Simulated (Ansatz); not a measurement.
System: CF2, charge 0, singlet. CF2 (SMILES F[C]F).
B3LYP-D3(BJ)/def2-TZVP minimum from Ansatz (a quantum-chemistry and plane-wave program):
```xyz
3

F     -1.0201    -0.2528     0.0305
C     -0.0313     0.5961     0.0011
F      1.0410    -0.1446    -0.0312
```
Charge 0, spin multiplicity 1.

Total energies in hartree (Ansatz). Open shells are spin-unrestricted; no spin-orbit coupling. Cores are frozen in correlated methods. No relativity. The restricted determinant of CF2 (F[C]F, singlet) is unstable towards broken spin symmetry in at least one set run.

| species | HF/cc-pVTZ | CCSD(T)/cc-pVTZ | HF/cc-pVQZ | CCSD(T)/cc-pVQZ | CCSDT(Q)/cc-pVTZ |
|---|---|---|---|---|---|
| 1: CF2 (SMILES F[C]F) | -236.75425 | -237.41913 | -236.77350 | -237.49264 | -237.42062 |
| 2: F (doublet) | -99.40552 | -99.62036 | -99.41377 | -99.65026 | -99.62061 |
| 3: C (triplet) | -37.69157 | -37.78076 | -37.69331 | -37.78654 | -37.78126 |

Question: Work out the atomisation energy (electronic, to ground-state atoms) in kcal/mol: take Hartree-Fock from cc-pVQZ, extrapolate the CCSD(T) correlation energy as X^-3 (X = 3, 4), and add CCSDT(Q) - CCSD(T) in cc-pVTZ. 1 hartree = 627.51 kcal/mol.

Answer: 
Species 1: correlation (64·(-0.71914) - 27·(-0.66488))/37 = -0.75874; step -0.00149; E1 = -236.77350 + (-0.75874) + (-0.00149) = -237.53373
Species 2: correlation (64·(-0.23649) - 27·(-0.21484))/37 = -0.25229; step -0.00025; E2 = -99.41377 + (-0.25229) + (-0.00025) = -99.66631
Species 3: correlation (64·(-0.09323) - 27·(-0.08919))/37 = -0.09618; step -0.00050; E3 = -37.69331 + (-0.09618) + (-0.00050) = -37.78999
-1·E1 +2·E2 +1·E3 = 0.41112 hartree = 258.0 kcal/mol.
